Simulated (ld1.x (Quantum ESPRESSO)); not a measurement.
## Rb, PAW: configuration errors across variants

ld1.x (Quantum ESPRESSO) 7.5 input, shortened:

```
&input
   title='Rb', zed=37., rel=1, dft='REVPBE', iswitch=3,
   config='[Kr] 4d-2 5s0.75 5p0.25'
 /
 &inputp
   pseudotype=3, lpaw=.true., tm=.true., lloc=-1, rcloc=1.70,
   nlcc=.true., new_core_ps=.true., rcore=1.65,
   which_augfun='PSQ', rmatch_augfun_nc=.true.
 /
6
4S  1  0   2.00   0.00  1.90  2.05  0.0
5S  2  0   0.75   0.00  1.90  2.05  0.0
4P  2  1   6.00   0.00  2.35  2.50  0.0
5P  3  1   0.25   0.00  2.35  2.50  0.0
4D  3  2  -2.00   0.35  2.10  2.60  0.0
4D  3  2  -2.00   2.25  2.10  2.60  0.0
 &test
   configts(1)='4s2 4p6 5s0.75 5p0.25'
 /
```

All-electron excitation energies from the reference (eV): (1) 4s2 4p6 5s1 5p0 -0.358; (2) 4s2 4p6 5s0 5p0 3.734; (3) 4s2 4p6 5s0.5 5p0 1.182; (4) 4s2 4p6 5s0 5p1 1.097.

The overlap operator is not positive definite (basis up to 400 Ry) in “base”, “waves 4p (bound): rcut 1.54, rcutus 1.64 bohr; 5p (bound): rcut 1.54, rcutus 1.64 bohr”, “waves 4p (bound): rcut 2.22, rcutus 2.36 bohr; 5p (bound): rcut 2.22, rcutus 2.36 bohr”, “waves 4p (bound): rcut 2.35, rcutus 2.52 bohr; 5p (bound): rcut 2.35, rcutus 2.52 bohr”, “waves 4p (bound): rcut 2.35, rcutus 2.74 bohr; 5p (bound): rcut 2.35, rcutus 2.74 bohr”, “waves 4p (bound): rcut 2.35, rcutus 2.98 bohr; 5p (bound): rcut 2.35, rcutus 2.98 bohr”, “waves 4p (bound): rcut 2.35, rcutus 3.30 bohr; 5p (bound): rcut 2.35, rcutus 3.30 bohr”, “waves 4p (bound): rcut 2.35, rcutus 3.48 bohr; 5p (bound): rcut 2.35, rcutus 3.48 bohr”. Such files are unfit for use, however small their errors in these radial tests.

Tests that are not counted but printed errors over 1 eV. “waves 4p (bound): rcut 2.35, rcutus 2.98 bohr; 5p (bound): rcut 2.35, rcutus 2.98 bohr”: 4s2 4p5 5s1 5p0 (solver errors, printed error -386 eV).

2 further variants failed, have other tests or too few solved ones, and are left out.

Errors AE − PS in meV (a dash: test not solved or not reliable):

| change | (1) | (2) | (3) | (4) | bound ghosts |
| --- | --- | --- | --- | --- | --- |
| base | 0.0 | -0.2 | -0.1 | 0.0 | not determined (overlap not positive) |
| waves 4p (bound): rcut 1.54, rcutus 1.64 bohr; 5p (bound): rcut 1.54, rcutus 1.64 bohr | 0.0 | -0.2 | -0.1 | 0.0 | not determined (overlap not positive) |
| waves 4p (bound): rcut 2.22, rcutus 2.36 bohr; 5p (bound): rcut 2.22, rcutus 2.36 bohr | 0.0 | -0.1 | -0.1 | 0.0 | not determined (overlap not positive) |
| waves 4p (bound): rcut 2.35, rcutus 2.52 bohr; 5p (bound): rcut 2.35, rcutus 2.52 bohr | 0.0 | -0.2 | -0.1 | 0.0 | not determined (overlap not positive) |
| waves 4p (bound): rcut 2.35, rcutus 2.74 bohr; 5p (bound): rcut 2.35, rcutus 2.74 bohr | 0.0 | -0.1 | -0.1 | 0.0 | not determined (overlap not positive) |
| waves 4p (bound): rcut 2.35, rcutus 2.98 bohr; 5p (bound): rcut 2.35, rcutus 2.98 bohr | +0.2 | +1.6 | +0.5 | +3.0 | not determined (overlap not positive) |
| waves 4p (bound): rcut 2.35, rcutus 3.30 bohr; 5p (bound): rcut 2.35, rcutus 3.30 bohr | -1.3 | -24 | -5.8 | – | not determined (overlap not positive) |
| waves 4p (bound): rcut 2.35, rcutus 3.48 bohr; 5p (bound): rcut 2.35, rcutus 3.48 bohr | -1.1 | -5.5 | 0.0 | -13 | not determined (overlap not positive) |

Give the same row for: waves 4p (bound): rcut 2.35, rcutus 3.70 bohr; 5p (bound): rcut 2.35, rcutus 3.70 bohr.

-0.3, -6.5, -0.2, -2.1; bound ghosts: not determined (overlap not positive). Not counted: 4s2 4p5 5s1 5p0 (solver errors, printed error -385 eV). Its overlap operator is not positive definite in a basis up to 400 Ry (lowest eigenvalue p -1.83, d -0.08), so the file is unfit for use: the generalised eigenproblem breaks down once the basis is large enough, and its test numbers describe a broken file.
